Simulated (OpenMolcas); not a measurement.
Multiconfigurational calculation on Cr

Input:

```
&GATEWAY
Coord
1

Cr 0.0 0.0 0.0
Basis=ANO-L-VTZP
Group=XYZ
NoMove
AngMom=0.0 0.0 0.0
AMFI
&SEWARD
* reference wave functions (RASSCF and RASSI steps not shown): 6 electrons in 6 orbitals (3d 4s)
>>> COPY JOB001 $Project.JobIph
&CASPT2
Multistate=1 1
Frozen=2 3
IPEA=0.25
Imaginary=0.1
MaxIter=60
WThr=0.0 0.3 0.05
PrWF=0.5
NoMix
>>> COPY JOB002 $Project.JobIph
&CASPT2
Multistate=23 1 2 3 4 5 6 7 8 9 10 11 12 13 14 15 16 17 18 19 20 21 22
23
Frozen=2 3
IPEA=0.25
Imaginary=0.1
MaxIter=60
WThr=0.0 0.3 0.05
PrWF=0.5
NoMix
>>> COPY JOB003 $Project.JobIph
&CASPT2
Multistate=9 1 2 3 4 5 6 7 8 9
Frozen=2 3
IPEA=0.25
Imaginary=0.1
MaxIter=60
WThr=0.0 0.3 0.05
PrWF=0.5
NoMix
```

Output, cut to the results:

```
--- CASPT2 ---
Orbital specifications:
      -----------------------

      Symmetry species                           1   2
                                                ag  au
      Frozen orbitals                            2   3
      Inactive orbitals                          1   3
      Active orbitals                            6   0
      Secondary orbitals                        21  23
      Deleted orbitals                           0   0
      Number of basis functions                 30  29
Type of calculation                        SS-CASPT2
      Fock operator                              state-specific
      IPEA shift                                 0.25
      Real shift                                 0.00
      Imaginary shift                            0.10
      The input orbitals will be transformed to quasi-canonical
Reference energy:       -1043.3559095781
      E2 (Non-variational):      -0.4184320993
      Shift correction:          -0.0018466800
      E2 (Variational):          -0.4202787793
      Total energy:           -1043.7761883574
      Residual norm:              0.0000001207
      Reference weight:           0.88522
      Contributions to the CASPT2 correlation energy
      Active & Virtual Only:         -0.1098917059
      One Inactive Excited:          -0.1977275360
      Two Inactive Excited:          -0.1108128574
::    CASPT2 Root  1     Total energy:  -1043.77618836
--- CASPT2 ---
Orbital specifications:
      -----------------------

      Symmetry species                           1   2
                                                ag  au
      Frozen orbitals                            2   3
      Inactive orbitals                          1   3
      Active orbitals                            6   0
      Secondary orbitals                        21  23
      Deleted orbitals                           0   0
      Number of basis functions                 30  29
Type of calculation                        MS-CASPT2
      Fock operator                              state-specific
      IPEA shift                                 0.25
      Real shift                                 0.00
      Imaginary shift                            0.10
      The input orbitals will be transformed to quasi-canonical
Reference energy:       -1043.3069451782
      E2 (Non-variational):      -0.4399095723
      Shift correction:          -0.0040915271
      E2 (Variational):          -0.4440010993
      Total energy:           -1043.7509462775
      Residual norm:              0.0000001389
      Reference weight:           0.84293
      Contributions to the CASPT2 correlation energy
      Active & Virtual Only:         -0.1333689188
      One Inactive Excited:          -0.1956645382
      Two Inactive Excited:          -0.1108761153
Reference energy:       -1043.2328787981
      E2 (Non-variational):      -0.4999370950
      Shift correction:          -0.0020125920
      E2 (Variational):          -0.5019496870
      Total energy:           -1043.7348284851
      Residual norm:              0.0000005415
      Reference weight:           0.83664
      Contributions to the CASPT2 correlation energy
      Active & Virtual Only:         -0.1844172378
      One Inactive Excited:          -0.1913823887
      Two Inactive Excited:          -0.1241374686
::    CASPT2 Root  1     Total energy:  -1043.75094628
::    CASPT2 Root  2     Total energy:  -1043.73482849
::    CASPT2 Root  3     Total energy:  -1043.73474673
::    CASPT2 Root  4     Total energy:  -1043.73462748
::    CASPT2 Root  5     Total energy:  -1043.73468270
::    CASPT2 Root  6     Total energy:  -1043.73479737
::    CASPT2 Root  7     Total energy:  -1043.66724227
::    CASPT2 Root  8     Total energy:  -1043.66709760
::    CASPT2 Root  9     Total energy:  -1043.66722460
::    CASPT2 Root 10     Total energy:  -1043.66709684
::    CASPT2 Root 11     Total energy:  -1043.66743763
::    CASPT2 Root 12     Total energy:  -1043.66732486
::    CASPT2 Root 13     Total energy:  -1043.66712874
::    CASPT2 Root 14     Total energy:  -1043.66719061
::    CASPT2 Root 15     Total energy:  -1043.66707254
::    CASPT2 Root 16     Total energy:  -1043.65849767
::    CASPT2 Root 17     Total energy:  -1043.65844915
::    CASPT2 Root 18     Total energy:  -1043.65871032
::    CASPT2 Root 19     Total energy:  -1043.65624896
::    CASPT2 Root 20     Total energy:  -1043.65638428
::    CASPT2 Root 21     Total energy:  -1043.65624742
::    CASPT2 Root 22     Total energy:  -1043.65581453
::    CASPT2 Root 23     Total energy:  -1043.65622472
::    MS-CASPT2 Root  1     Total energy:  -1043.75095564
::    MS-CASPT2 Root  2     Total energy:  -1043.74599863
::    MS-CASPT2 Root  3     Total energy:  -1043.74590246
::    MS-CASPT2 Root  4     Total energy:  -1043.74560327
::    MS-CASPT2 Root  5     Total energy:  -1043.74507912
::    MS-CASPT2 Root  6     Total energy:  -1043.74502584
::    MS-CASPT2 Root  7     Total energy:  -1043.66859274
--- CASPT2 ---
Orbital specifications:
      -----------------------

      Symmetry species                           1   2
                                                ag  au
      Frozen orbitals                            2   3
      Inactive orbitals                          1   3
      Active orbitals                            6   0
      Secondary orbitals                        21  23
      Deleted orbitals                           0   0
      Number of basis functions                 30  29
Type of calculation                        MS-CASPT2
      Fock operator                              state-specific
      IPEA shift                                 0.25
      Real shift                                 0.00
      Imaginary shift                            0.10
      The input orbitals will be transformed to quasi-canonical
Reference energy:       -1043.1995158903
      E2 (Non-variational):      -0.4464234080
      Shift correction:          -0.0020689364
...
```

Levels above the lowest, from the spin-orbit matrix with the multistate effective Hamiltonian, averaged by term, added to it:

```csv
Configuration,Term,J,E (cm⁻¹),Measured (cm⁻¹),Term weight %,Second
3d⁵ 4s,⁷S,3,0.0,0.0,100,
3d⁵ 4s,⁵S,2,5550,7593,100,
3d⁴ 4s²,⁵D,0,6430,7751,89,11 3d⁵ 4s ⁵D
3d⁴ 4s²,⁵D,1,6480,7811,89,11 3d⁵ 4s ⁵D
3d⁴ 4s²,⁵D,2,6590,7927,89,11 3d⁵ 4s ⁵D
3d⁴ 4s²,⁵D,3,6740,8095,89,11 3d⁵ 4s ⁵D
3d⁴ 4s²,⁵D,4,6950,8308,89,11 3d⁵ 4s ⁵D
3d⁵ 4s,⁵G,4,23930,20524,100,
3d⁵ 4s,⁵G,5,23930,20524,100,
3d⁵ 4s,⁵G,3,23930,20521,100,
3d⁵ 4s,⁵G,6,23930,20520,100,
3d⁵ 4s,⁵G,2,23930,20517,100,
3d⁵ 4s,⁵P,2,25800,21848,99,
3d⁵ 4s,⁵P,3,25800,21841,99,
3d⁵ 4s,⁵P,1,25810,21857,100,
3d⁵ 4s,³G,3,27910,,100,
3d⁵ 4s,³G,4,27910,,100,
3d⁵ 4s,³G,5,27910,,100,
3d⁵ 4s,⁵D,0,28710,,89,11 3d⁴ 4s² ⁵D
3d⁵ 4s,⁵D,4,28710,,89,11 3d⁴ 4s² ⁵D
3d⁵ 4s,⁵D,1,28720,,89,11 3d⁴ 4s² ⁵D
3d⁵ 4s,⁵D,2,28740,,88,11 3d⁴ 4s² ⁵D
3d⁵ 4s,⁵D,3,28740,,88,11 3d⁴ 4s² ⁵D
```

Against the 14 measured excited levels shown (NIST Handbook of Basic Atomic Spectroscopic Data) the mean absolute deviation is 2700 cm-1; the largest miss in energy is 3d⁵ 4s ⁵P₃: computed 25800, measured 21841 cm⁻¹ (+18.1 %), and the largest in proportion 3d⁵ 4s ⁵S₂ (-26.9 %).

CASPT2 does not keep the components of a term degenerate, so their means are used; among the terms shown or strongly mixed into the levels shown the widest spread is 1100 cm-1 (3d⁵ 4s ³G). Over all roots computed the reference weight is 0.84 to 0.90; the roots of lowest weight are the least certain, and an intruder state may touch them. Terms from blocks run as CI alone lack orbitals of their own. A single d shell beside an s shell can misplace configurations of different d count against each other. The CASPT2 spread within a term exceeds the gap to the next term for 3d⁵ 4s ³G and 3d⁵ 4s ⁵D, so the order of their levels is uncertain, and so are names and mixing where such terms share a J. Some terms miss by over 15 % even with CASPT2, which points to a basis or an active space too small for the shells correlated. Measured partners are found by configuration, term and J. A level has none where our copy of the source lacks it or the pairing is in doubt (some pairs that miss far off the trend of their configuration count as doubtful), and it then counts in no deviation. Only configurations of the active space appear. The first state left out of the spin-orbit step lies near 38000 cm-1 above the lowest spin-free state of the reference (among the parities and spins computed), and the list stops at four fifths of that energy or lower.

The term weight is that of the spin-free term in the level, not the purity of its configuration.
